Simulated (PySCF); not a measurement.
CH6O2Si3. Atoms are numbered in the order given.

```xyz
12

O      0.3382     2.4669     0.0685
C      0.5706     1.2992     0.0168
O      1.6519     0.7141     0.6515
Si     1.6316    -0.9743     0.2476
Si    -0.3141    -0.2586    -0.8270
Si    -2.3833    -0.7270     0.1737
H      1.5437    -1.7939     1.4837
H      2.8426    -1.3401    -0.5315
H     -0.3662    -0.1817    -2.3146
H     -3.3819     0.3153    -0.1972
H     -2.1890    -0.7389     1.6515
H     -2.8708    -2.0645    -0.2729
```

Geometry optimised at B3LYP-D3(BJ)/def2-SVP. The structure was generated by enumeration; whether it is a known compound was not checked.

These are SMD-PBE0/def2-SVP run with PySCF values and carry that method's errors.

Solvation free energies are E(SMD) − E(gas) at the gas-phase geometry, for 1 M in both phases. In vacuum the dipole moment is 4.06 D.

```json
[
 {"solvent": "water", "ΔG(solv) (kcal/mol)": "-1.7", "its non-electrostatic (CDS) part": "5.5", "dipole (D)": "5.65"},
 {"solvent": "acetone", "ΔG(solv) (kcal/mol)": "(withheld)", "its non-electrostatic (CDS) part": "(withheld)", "dipole (D)": "(withheld)"},
 {"solvent": "methanol", "ΔG(solv) (kcal/mol)": "-4.0", "its non-electrostatic (CDS) part": "2.9", "dipole (D)": "5.60"}
]
```

Question: Complete the blanks. (The exact figures need the calculation; the answer reports its results.)

Answer: 
- acetone, ΔG(solv) (kcal/mol): -5.0
- acetone, its non-electrostatic (CDS) part: -0.8
- acetone, dipole (D): 5.05
